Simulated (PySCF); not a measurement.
From computed data to an observable: refractive index and permittivity of the vapour

C₁₀H₇N₃, SMILES C1=CC2=NC=CC3=NC=CC(=C1)N23.

Geometry: B3LYP-D3(BJ)/def2-SVP.

PySCF with PBE/def2-SVP gives a mean static polarisability of 132.6 bohr³ and a dipole moment of 2.22 D. Take an ideal gas at 298.15 K and 1 bar, whether or not the substance is that volatile.

Work out n − 1 in the optical limit and the static ε − 1.


Polarisability volume α' = 132.6 × 0.148185 = 19.65 Å³. Number density N = p/kT = 2.43e-5 Å⁻³.
Dilute limit of Lorentz–Lorenz: n − 1 = 2π N α' = 0.0030.
Orientation term of Debye: μ²/(3kT) = 8.098 Å³ × μ²(D²) = 39.91 Å³.
ε − 1 = 4π N (α' + μ²/3kT) = 0.018. Orientation of the dipole supplies 67 % of the static response; it can't follow optical fields. Vibrational polarisation and dispersion are left out.
